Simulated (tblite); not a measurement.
C2H4BFO2.
Numbering: `[CH2:1]=[C:2]([F:3])[B:4]([OH:5])[OH:6]` (hydrogens: H7, H8 on C1; H9 on O5; H10 on O6)

Structure used (GFN2-xTB), in Å, numbered top down from 1:
```xyz
10
C2H4BFO2 angstrom
C      1.817    0.025   -0.196
C      0.678    0.608    0.154
F      0.745    1.883    0.626
B     -0.761   -0.036    0.070
O     -0.821   -1.323   -0.351
O     -1.829    0.711    0.411
H      1.802   -0.980   -0.571
H      2.765    0.528   -0.114
H     -1.689   -1.724   -0.409
H     -2.697    0.312    0.359
```

Computed with GFN2-xTB (tblite): harmonic, unscaled wavenumbers at the GFN2-xTB geometry, gas phase. Errors from tens to a few hundred cm⁻¹ against measured bands are possible. One conformer, not necessarily the lowest.

Harmonic wavenumbers (cm⁻¹): 44.1, 161.4, 285.9, 324.7, 405.9, 472.7, 523.7, 588.6, 609.9, 691.9, 732.4, 897.6, 910.7, 925.5, 953.3, 1139.0, 1270.5, 1298.3, 1360.1, 1666.4, 3114.7, 3174.9, 3600.9, 3608.9.

A = 5333, B = 3053, C = 1942 MHz; mass 90.029 u (most abundant isotopes); point group Cs, symmetry number 1.

Question: Zero-point energy?

Answer: ½Σν̃ = 14381 cm⁻¹ = 41.12 kcal/mol.

Question: Give the ideal-gas entropy at 200 K and 1 bar in the rigid-rotor, harmonic-oscillator model (classical rotation).

Answer: Translation 37.45, rotation 25.53, vibration 9.14: S = 72.1 cal/(mol K).

Question: And Cp and H(200 K) − H(0)?

Answer: Cp = 19.12 cal/(mol K), of which vibrations give 11.17 (their classical limit is 24 R = 47.7); H(200 K) − H(0) = 2.59 kcal/mol without the zero-point energy, 1.00 from vibrations.

Question: How do the functions run with temperature in this model?

Answer: 
```tsv
T (K)	S (cal/(mol K))	Cp (cal/(mol K))	H − H(0) (kcal/mol)	G − H(0) (kcal/mol)	ln q(vib)
100	61.4	12.6	1.02	-5.13	0.89
300	81.1	25.5	4.83	-19.50	3.40
500	96.5	34.6	10.93	-37.31	6.19
800	114.5	41.8	22.51	-69.08	10.22
1000	124.1	44.7	31.17	-92.97	12.66
```

q(vib) and H(0) count from the zero-point level.

Question: What must be added to the electronic energy to get the Gibbs energy at 200 K and 1 bar?

Answer: ZPE + [H(200 K) − H(0)] − T·S = 41.12 + 2.59 − 14.42 = 29.29 kcal/mol.

Question: Blend soft modes into free rotors: weight 1/[1 + (100 cm⁻¹/ν̃)⁴] for the oscillator and the rest for a rotor with moment μB/(μ + B), μ = h/(8π²ν), B = 10⁻⁴⁴ kg m². What vibrational entropy results?

Answer: 8.21 cal/(mol K) in place of 9.14, which changes −T·S at 200 K by +0.19 kcal/mol.

Hindered rotation and anharmonicity are outside this model. Other conformers, if any are populated, would add a mixing term that is left out.
